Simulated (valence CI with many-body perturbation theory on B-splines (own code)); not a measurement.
E1 transitions of As27+

Level of theory: valence CI with perturbative core correlation (CI+MBPT): four valence electrons over a frozen Dirac-Fock core [He], a basis of 11 s, 11 p, 10 d, 8 f, 5 g, 2 h functions for each j, with the one-electron correlation potential Σ1 (screened to all orders), the two-electron term Σ2, the three-electron term Σ3, Breit, model QED; selected single and double excitations, second order for the rest, scaled by the run's own slope (own B-spline code, finite nucleus).

No measured spectrum was set against this ion. As an estimate, large intervals hold to a few tenths of a per cent, small ones and those within an open d or f shell to about a per cent. Among the levels kept, up to 1000 cm⁻¹ of a level comes from second order outside the variational space, and about a tenth of that is noise between levels of different J, which matters for small intervals.

Lines 101 to 150 of 535 in falling wavelength, among levels below 16155 × 10³ cm⁻¹, chosen from the strongest by gf and those to the six lowest levels. Wavelengths and rates use the calculated energies. Electric multipoles are in the length gauge, E1 and E2 with the static RPA response of the core. Weak lines are less certain than strong ones. Lines between different terms over intervals too small for the method are left out, as are lines whose strength nearly cancels. Where a level lies close to another of its J and parity, the split of strength between their lines is uncertain. The highest levels of a list are the least certain.

Levels are named by their leading jj configuration (3d3/2^4 stands for four electrons in 3d with j = 3/2), which in mixed levels can hold well under half, so a name can repeat and another be missing. Letters in brackets count levels of one name in rising energy.

| λ vac (nm) | Upper | Lower | A (s⁻¹) | S (a.u.) with core polarisation | S without |
| --- | --- | --- | --- | --- | --- |
| 27.35 | (2s 2p1/2 2p3/2 3p3/2) J=2 [d] | (2s 2p1/2 2p3/2 3s) J=1 [c] | 3.97e+09 | 2.00e-01 | 2.01e-01 |
| 27.27 | (2s 2p1/2 2p3/2 3p3/2) J=1 [d] | (2s 2p1/2 2p3/2 3s) J=0 | 3.39e+09 | 1.02e-01 | 1.02e-01 |
| 27.09 | (2s^2 2p1/2 3p3/2) J=2 | (2s^2 2p1/2 3s) J=1 | 5.39e+09 | 2.65e-01 | 2.65e-01 |
| 27.02 | (2s 2p1/2 2p3/2 3p3/2) J=2 [c] | (2s 2p1/2 2p3/2 3s) J=1 [b] | 2.85e+09 | 1.39e-01 | 1.39e-01 |
| 26.99 | (2s^2 2p1/2 3p3/2) J=1 | (2s^2 2p1/2 3s) J=0 | 3.57e+09 | 1.04e-01 | 1.04e-01 |
| 26.85 | (2s 2p3/2^2 3p3/2) J=2 [b] | (2s 2p3/2^2 3s) J=1 [a] | 3.87e+09 | 1.85e-01 | 1.85e-01 |
| 26.48 | (2s 2p3/2^2 3p3/2) J=2 [c] | (2s 2p1/2 2p3/2 3d5/2) J=1 [b] | 1.98e+09 | 9.06e-02 | 9.06e-02 |
| 26.40 | (2s 2p3/2^2 3p3/2) J=2 [a] | (2s 2p3/2^2 3s) J=2 [a] | 3.61e+09 | 1.64e-01 | 1.64e-01 |
| 26.01 | (2s 2p3/2^2 3d3/2) J=1 [a] | (2s 2p3/2^2 3p1/2) J=2 [a] | 2.96e+09 | 7.71e-02 | 7.71e-02 |
| 25.93 | (2s 2p3/2^2 3p3/2) J=2 [c] | (2s 2p3/2^2 3s) J=1 [b] | 2.76e+09 | 1.19e-01 | 1.19e-01 |
| 25.10 | (2s^2 2p3/2 3p3/2) J=2 | (2s^2 2p3/2 3s) J=1 | 5.05e+09 | 1.97e-01 | 1.97e-01 |
| 24.24 | (2s 2p1/2 2p3/2 3p3/2) J=1 [c] | (2s 2p1/2 2p3/2 3s) J=1 [b] | 5.96e+09 | 1.26e-01 | 1.26e-01 |
| 23.73 | (2s 2p1/2 2p3/2 3p3/2) J=2 [a] | (2s 2p1/2 2p3/2 3s) J=2 [a] | 2.16e+09 | 7.13e-02 | 7.13e-02 |
| 23.67 | (2p1/2 2p3/2^2 3p3/2) J=2 [b] | (2p1/2 2p3/2^2 3s) J=2 [b] | 8.92e+09 | 2.92e-01 | 2.92e-01 |
| 23.12 | (2s 2p1/2 2p3/2 3p3/2) J=3 [b] | (2s 2p1/2 2p3/2 3s) J=3 | 2.94e+09 | 1.25e-01 | 1.25e-01 |
| 22.92 | (2p1/2 2p3/2^2 3p3/2) J=1 [b] | (2p1/2 2p3/2^2 3s) J=1 [a] | 5.33e+09 | 9.50e-02 | 9.51e-02 |
| 22.24 | (2s 2p3/2^2 3p3/2) J=2 [a] | (2s 2p3/2^2 3s) J=3 | 3.20e+09 | 8.67e-02 | 8.67e-02 |
| 21.65 | (2s 2p3/2^2 3p3/2) J=1 [c] | (2s 2p3/2^2 3s) J=1 [b] | 6.05e+09 | 9.10e-02 | 9.10e-02 |
| 19.96 | (2s^2 2p3/2 3p3/2) J=0 | (2s^2 2p3/2 3s) J=1 | 1.56e+10 | 6.10e-02 | 6.10e-02 |
| 15.23 | (2p1/2 2p3/2^2 3s) J=3 | (2s 2p3/2^2 3s) J=2 [c] | 3.76e+09 | 4.59e-02 | 4.60e-02 |
| 15.11 | (2p1/2 2p3/2^2 3p3/2) J=4 | (2s 2p3/2^2 3p3/2) J=3 [b] | 3.44e+09 | 5.27e-02 | 5.28e-02 |
| 14.98 | (2p1/2 2p3/2^2 3s) J=3 | (2s 2p3/2^2 3s) J=2 [b] | 5.18e+09 | 6.02e-02 | 6.03e-02 |
| 13.14 | (2s 2p1/2 2p3/2^2) J=3 | (2s^2 2p3/2^2) J=2 | 2.81e+09 | 2.20e-02 | 2.21e-02 |
| 12.73 | (2p1/2 2p3/2^3) J=2 | (2s 2p3/2^3) J=1 | 7.36e+09 | 3.74e-02 | 3.75e-02 |
| 11.31 | (2p1/2 2p3/2^2 3d5/2) J=3 | (2s 2p3/2^2 3d5/2) J=4 [a] | 6.51e+09 | 3.25e-02 | 3.26e-02 |
| 11.28 | (2p1/2 2p3/2^2 3d5/2) J=3 | (2s 2p1/2 2p3/2 3d5/2) J=3 [e] | 9.07e+09 | 4.50e-02 | 4.51e-02 |
| 11.12 | (2p1/2 2p3/2^2 3p3/2) J=3 [a] | (2s 2p3/2^2 3p3/2) J=4 | 7.28e+09 | 3.46e-02 | 3.47e-02 |
| 11.06 | (2p1/2 2p3/2^2 3p3/2) J=3 [a] | (2s 2p1/2 2p3/2 3p3/2) J=2 [d] | 7.57e+09 | 3.54e-02 | 3.55e-02 |
| 10.84 | (2p1/2 2p3/2^2 3p3/2) J=3 [a] | (2s 2p3/2^2 3p1/2) J=3 | 7.40e+09 | 3.26e-02 | 3.27e-02 |
| 10.79 | (2p1/2 2p3/2^2 3s) J=2 [a] | (2s 2p3/2^2 3s) J=3 | 1.08e+10 | 3.34e-02 | 3.35e-02 |
| 10.69 | (2s 2p1/2 2p3/2^2) J=1 [b] | (2s^2 2p3/2^2) J=0 | 2.11e+09 | 3.81e-03 | 3.82e-03 |
| 10.57 | (2p1/2 2p3/2^2 3s) J=2 [a] | (2s 2p1/2 2p3/2 3s) J=1 [c] | 2.02e+10 | 5.90e-02 | 5.92e-02 |
| 10.35 | (2p1/2 2p3/2^2 3p3/2) J=3 [b] | (2s 2p3/2^2 3p3/2) J=3 [a] | 1.35e+10 | 5.16e-02 | 5.18e-02 |
| 10.33 | (2p1/2 2p3/2^2 3s) J=2 [b] | (2s 2p3/2^2 3s) J=2 [a] | 2.84e+10 | 7.71e-02 | 7.73e-02 |
| 10.26 | (2p1/2 2p3/2^2 3p3/2) J=4 | (2s 2p3/2^2 3p3/2) J=4 | 1.80e+10 | 8.65e-02 | 8.67e-02 |
| 10.16 | (2p1/2 2p3/2^2 3d3/2) J=2 | (2s 2p1/2 2p3/2 3d3/2) J=2 [c] | 1.31e+10 | 3.40e-02 | 3.41e-02 |
| 10.09 | (2s 2p3/2^2 3d5/2) J=5 | (2s^2 2p3/2 3d5/2) J=4 | 7.00e+09 | 3.91e-02 | 3.92e-02 |
| 10.06 | (2s 2p3/2^2 3s) J=3 | (2s^2 2p3/2 3s) J=2 | 1.52e+10 | 5.35e-02 | 5.37e-02 |
| 9.973 | (2p1/2 2p3/2^2 3p1/2) J=3 | (2s 2p1/2 2p3/2 3p3/2) J=3 [c] | 8.47e+09 | 2.90e-02 | 2.91e-02 |
| 9.957 | (2p1/2^2 2p3/2 3d5/2) J=3 | (2s 2p1/2 2p3/2 3d5/2) J=4 [b] | 1.81e+10 | 6.17e-02 | 6.19e-02 |
| 9.936 | (2p1/2 2p3/2^2 3s) J=3 | (2s 2p3/2^2 3s) J=3 | 1.87e+10 | 6.32e-02 | 6.34e-02 |
| 9.929 | (2p1/2 2p3/2^3) J=2 | (2s 2p3/2^3) J=2 | 4.18e+10 | 1.01e-01 | 1.01e-01 |
| 9.928 | (2s 2p3/2^2 3p3/2) J=4 | (2s^2 2p3/2 3p3/2) J=3 | 8.51e+09 | 3.70e-02 | 3.71e-02 |
| 9.833 | (2p1/2^2 2p3/2 3p3/2) J=2 | (2s 2p1/2 2p3/2 3p3/2) J=3 [b] | 1.91e+10 | 4.48e-02 | 4.50e-02 |
| 9.776 | (2s 2p3/2^2 3d5/2) J=3 [c] | (2s 2p1/2 2p3/2 3p3/2) J=4 | 9.21e+09 | 2.97e-02 | 2.98e-02 |
| 9.768 | (2p1/2^2 2p3/2 3p1/2) J=2 | (2s 2p1/2 2p3/2 3p1/2) J=3 | 2.13e+10 | 4.91e-02 | 4.92e-02 |
| 9.746 | (2p1/2^2 2p3/2 3s) J=1 | (2s 2p1/2 2p3/2 3s) J=2 [b] | 2.90e+10 | 3.98e-02 | 3.99e-02 |
| 9.740 | (2p1/2^2 2p3/2 3d3/2) J=3 | (2s 2p1/2 2p3/2 3d3/2) J=4 | 2.02e+10 | 6.45e-02 | 6.47e-02 |
| 9.614 | (2p1/2^2 2p3/2 3d5/2) J=4 | (2s 2p1/2 2p3/2 3d5/2) J=5 | 2.59e+10 | 1.02e-01 | 1.03e-01 |
| 9.510 | (2s 2p1/2 2p3/2^2) J=2 [a] | (2s^2 2p1/2 2p3/2) J=1 | 1.70e+10 | 3.61e-02 | 3.62e-02 |
